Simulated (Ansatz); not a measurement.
HgBr2, relaxed as a singlet with RKS PBE-D4/def2-TZVP in Ansatz, starting from the GFN2-xTB geometry. Force threshold 0.02 eV/Å.

In the def2 sets Hg takes a core potential; there is no spin–orbit coupling.

Start:

```xyz
3

Hg    0.000    0.000    0.000
Br    1.033    0.150   -2.187
Br   -1.033   -0.150    2.187
```

Q: Estimate the energy that the relaxation releases and the steps that it takes.

A: 0.1 kJ/mol, in 3 steps; 5.5 s on 2 threads of Arm Neoverse V2 on a shared host. No frequencies were taken in this run, so the end may be a saddle point.

Q: Does the start keep its bonding and symmetry?

A: By distances, no bond broke or formed. The bond that changes most is Hg1–Br2, from 2.42 to 2.42 Å (atoms count from 1). Point group D∞h at the start, D∞h at the end, both within 0.05 Å.

Q: Predict the relaxed structure.

A: 
```xyz
3

Hg    0.000    0.000    0.000
Br    1.030    0.149   -2.181
Br   -1.030   -0.149    2.181
```
Bond lengths: 2 × Br–Hg 2.42 Å.
